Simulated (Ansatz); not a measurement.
Cost and result for the atomization energy of C₂H₇ClGaNO (`C[N](C)[Ga]([OH])[Cl]`) (13 atoms, 12 bonds).

| atom | x (Å) | y (Å) | z (Å) |
| --- | --- | --- | --- |
| C1 | -0.345 | -1.127 | -1.193 |
| N2 | -0.182 | -0.179 | -0.123 |
| C3 | -1.360 | 0.011 | 0.688 |
| Ga4 | 1.343 | 0.714 | 0.200 |
| O5 | 1.422 | 1.865 | 1.551 |
| Cl6 | 3.073 | 0.410 | -1.023 |
| H7 | -0.613 | -2.121 | -0.809 |
| H8 | -1.140 | -0.817 | -1.886 |
| H9 | 0.578 | -1.228 | -1.767 |
| H10 | -1.676 | -0.930 | 1.159 |
| H11 | -1.174 | 0.738 | 1.480 |
| H12 | -2.204 | 0.377 | 0.086 |
| H13 | 2.279 | 2.288 | 1.638 |

Charge 0, multiplicity 1. Correlated methods include outer-core shells of Ga, which these sets cover unevenly. Scalar relativity is left out up to krypton. The geometry is a stationary point of PBE0-D4/def2-TZVP. It is one conformer, not always the lowest. Program: Ansatz. All runs use 2 threads of an AMD EPYC 7R13 on a shared host and a share of an NVIDIA H100 80 GB. Times are those of one run each, without the atoms' runs, and a repeat can differ threefold. Electronic energies, without spin–orbit coupling; frozen cores. CCSD(T)/CBS adds CCSD(T) − MP2 in def2-TZVPP to the MP2 limit, and its time is that of the two runs behind it. T1 = 0.013. With those shells the extrapolation isn't a true limit. B3LYP takes the VWN-RPA correlation (the form of Gaussian; ORCA's B3LYP/G).

CCSD(T)/CBS is a level of theory with its own doubt, some kJ/mol a heavy atom from the limit and from the frozen cores, so smaller differences don't rank the functionals.

| level | functions | wall time | atomization (kcal/mol) | difference from CCSD(T)/CBS | per bond |
| --- | --- | --- | --- | --- | --- |
| r2SCAN-D4/def2-TZVPP (with forces) | 312 | 4.7 s | 1124.0 | -1.8 | -0.2 |
| PBE0-D4/def2-TZVPP | 312 | 4.8 s | 1122.7 | -3.1 | -0.3 |
| PBE-D4/def2-TZVPP (with forces) | 312 | 5.5 s | 1143.8 | 18.0 | 1.5 |
| B3LYP-D4/def2-TZVPP (with forces) | 312 | 7 s | 1117.6 | -8.2 | -0.7 |
| ωB97X-V/def2-TZVPP | 312 | 11 s | 1126.2 | 0.4 | 0.0 |
| B2PLYP/def2-TZVPP | 312 | 11 s | 1109.3 | -16.5 | -1.4 |
| MP2/def2-QZVPP | 597 | 12 s | 1136.7 | 10.9 | 0.9 |
| ωB97M-V/def2-TZVPP (with forces) | 312 | 14 s | 1123.3 | -2.5 | -0.2 |
| CCSD(T)/def2-TZVPP | 312 | 20 s | 1097.5 | -28.3 | -2.4 |
| CCSD(T)/CBS(def2) | – | 31 s | 1125.8 | 0.0 | 0.0 |

In def2-TZVPP, CCSD(T) changes the Hartree–Fock value by +299.7 kcal/mol (the triples alone add +18.0 kcal/mol) and MP2 by +322.2 kcal/mol; breaking electron pairs costs correlation energy, which Hartree–Fock lacks. From PBE to PBE0 (25 % exact exchange), in def2-TZVPP and without D4, the atomization energy moves by −20.0 kcal/mol: exact exchange takes away binding that semilocal exchange gives to molecules. The D4 term adds +11.8 kcal/mol with B3LYP and +6.3 kcal/mol with PBE0; it sums over pairs of atoms, weighted by their polarisabilities, and B3LYP, whose exchange is more repulsive, gets the larger term.
